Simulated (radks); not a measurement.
La3+, 54 electrons, occupied as [Xe]. Calculated with a radial shooting solver on a logarithmic mesh with Libxc functionals: Dirac Kohn-Sham, OLYP, spin-unpolarised, spherical densities, point nucleus. Some entries of the table are withheld. Estimate them.

orbital,occ.,eigenvalue (eV),<r> (bohr),<1/r> (bohr^-1)
1s1/2,2,-38740.32,0.02507,62.02
2s1/2,2,(1),0.1070,14.59
2p1/2,2,-5838.940,0.08991,14.57
2p3/2,4,-5425.912,0.09600,13.25
3s1/2,2,-1343.306,0.2847,5.256
3p1/2,2,-1195.657,0.2745,(2)
3p3/2,4,-1115.053,0.2866,(3)
3d3/2,4,-856.8349,0.2575,4.704
3d5/2,6,-839.5581,0.2612,4.621
4s1/2,2,-290.1712,0.6536,2.174
4p1/2,2,-235.7843,0.6738,2.070
4p3/2,4,-218.6035,0.7006,1.963
4d3/2,4,-129.4495,0.7600,1.746
4d5/2,6,-126.4566,0.7696,1.719
5s1/2,2,-61.7481,1.538,0.8634
5p1/2,2,-46.6628,1.704,0.7713
5p3/2,4,-43.9996,1.773,0.7361

Answer. 
(1) 2s1/2 eigenvalue (eV): -6189.384
(2) 3p1/2 <1/r> (bohr^-1): 5.169
(3) 3p3/2 <1/r> (bohr^-1): 4.840
